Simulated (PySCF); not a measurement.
C4H6FNO.
Numbering: `[CH3:1][O:2][C@@H:3]([F:4])[CH2:5][C:6]#[N:7]` (hydrogens: H8, H9, H10 on C1; H11 on C3; H12, H13 on C5)

Theory: core-valence-separated Tamm–Dancoff BHandHLYP/aug-pcX-1 (pcseg-1 on H) in PySCF, non-relativistic, gas phase, PBE0-D3(BJ)/def2-SVP geometry. BHandHLYP without relativity tends to put these K edges a few eV too low, so spacings mean more than positions.

(1) What does the O 1s absorption edge look like?

(2) What does the N 1s absorption edge look like?

(3) List the carbon K-edge absorption lines.

Answers

(1) 
| E (eV) | f | core hole on | main final orbital |
| --- | --- | --- | --- |
| 534.36 | 0.0212 | O2 | spread |
| 534.74 | 0.0045 | O2 | LUMO (43 %) |
| 535.33 | 0.0041 | O2 | LUMO+2 (48 %) |
| 535.37 | 0.0046 | O2 | spread |
| 535.48 | 0.0068 | O2 | LUMO+3 (44 %) |
| 535.87 | 0.0109 | O2 | spread |
| 535.96 | 0.0031 | O2 | LUMO+4 (39 %) |

The first line with a tenth or more of the strongest one's intensity is at 534.36 eV (f = 0.021), with the hole on O2 (ether oxygen). It is also the strongest listed.

(2) 
| E (eV) | f | core hole on | main final orbital | polarisation |
| --- | --- | --- | --- | --- |
| 397.22 | 0.0639 | N7 | LUMO+6 (37 %) | across the triple bond |
| 397.46 | 0.0633 | N7 | LUMO+8 (35 %) | across the triple bond |
| 401.02 | 0.0003 | N7 | LUMO (61 %) | – |
| 401.97 | 0.0005 | N7 | LUMO+1 (49 %) | – |
| 402.14 | 0.0012 | N7 | spread | mixed |
| 402.41 | 0.0016 | N7 | spread | mixed |
| 402.77 | 0.0012 | N7 | LUMO+4 (34 %) | mixed |

The first line with a tenth or more of the strongest one's intensity is at 397.22 eV (f = 0.064), with the hole on N7 (nitrile nitrogen), polarised across the triple bond: a 1s→π* resonance. It is also the strongest listed.

(3) 
```json
{"E (eV)": "284.04", "f": "0.0626", "core hole on": "C6", "main final orbital": "LUMO+6 (41 %)", "polarisation": "across the triple bond"}
{"E (eV)": "284.13", "f": "0.0650", "core hole on": "C6", "main final orbital": "LUMO+5 (31 %)", "polarisation": "across the triple bond"}
{"E (eV)": "286.68", "f": "0.0174", "core hole on": "C5", "main final orbital": "LUMO (58 %)", "polarisation": "–"}
{"E (eV)": "286.82", "f": "0.0400", "core hole on": "C1", "main final orbital": "spread", "polarisation": "–"}
{"E (eV)": "287.01", "f": "0.0215", "core hole on": "C5", "main final orbital": "LUMO+5 (44 %)", "polarisation": "–"}
{"E (eV)": "287.10", "f": "0.0009", "core hole on": "C6", "main final orbital": "LUMO (68 %)", "polarisation": "–"}
{"E (eV)": "287.31", "f": "0.0053", "core hole on": "C1", "main final orbital": "LUMO+1 (60 %)", "polarisation": "–"}
{"E (eV)": "287.48", "f": "0.0001", "core hole on": "C5", "main final orbital": "LUMO+6 (33 %)", "polarisation": "–"}
{"E (eV)": "287.67", "f": "0.0368", "core hole on": "C1", "main final orbital": "LUMO+2 (33 %)", "polarisation": "–"}
{"E (eV)": "287.94", "f": "0.0372", "core hole on": "C1", "main final orbital": "spread", "polarisation": "–"}
{"E (eV)": "288.03", "f": "0.0173", "core hole on": "C5", "main final orbital": "spread", "polarisation": "–"}
{"E (eV)": "288.13", "f": "0.0013", "core hole on": "C6", "main final orbital": "LUMO+2 (48 %)", "polarisation": "mixed"}
{"E (eV)": "288.29", "f": "0.0252", "core hole on": "C5", "main final orbital": "spread", "polarisation": "–"}
{"E (eV)": "288.48", "f": "0.0003", "core hole on": "C6", "main final orbital": "spread", "polarisation": "–"}
{"E (eV)": "288.64", "f": "0.0026", "core hole on": "C6", "main final orbital": "LUMO+3 (56 %)", "polarisation": "mixed"}
{"E (eV)": "288.72", "f": "0.0068", "core hole on": "C5", "main final orbital": "LUMO+3 (65 %)", "polarisation": "–"}
{"E (eV)": "288.90", "f": "0.0032", "core hole on": "C1", "main final orbital": "LUMO (78 %)", "polarisation": "–"}
{"E (eV)": "288.97", "f": "0.0016", "core hole on": "C6", "main final orbital": "LUMO+4 (35 %)", "polarisation": "mixed"}
```

The first line with a tenth or more of the strongest one's intensity is at 284.04 eV (f = 0.063), with the hole on C6 (nitrile carbon), polarised across the triple bond: a 1s→π* resonance. The strongest listed is at 284.13 eV (f = 0.065; C6).

Roots within 0.03 eV whose holes lie on the same, on equivalent or on shared atoms are summed into one line, and the highest roots are left out, as the search may have cut off their partners. Final orbitals are the ground state's empty Kohn–Sham orbitals. A dash: too weak, shared between unlike atoms, or no plane or axis to refer to.

Task: What is the summed oscillator strength of the listed O K lines, and their intensity-weighted mean energy?

Result: Σf = 0.055 over 7 lines from 534.36 to 535.96 eV; the weighted mean is 535.07 eV. The strongest line holds 39 % of the sum.

The list ends where the root search ended, not at a threshold.

On one thread of an Intel Xeon Platinum 8488C, shared host with 96 logical CPUs at a one-minute load of 19, this took 33 s and 0.98 GiB of memory at its peak.

Shape of the structure used: `[CH3:1][O:2][C@@H:3]([F:4])[CH2:5][C:6]#[N:7]`: C1–O2–C3–F4 70°, O2–C3–C5–C6 63°.

One conformer stands for the species.
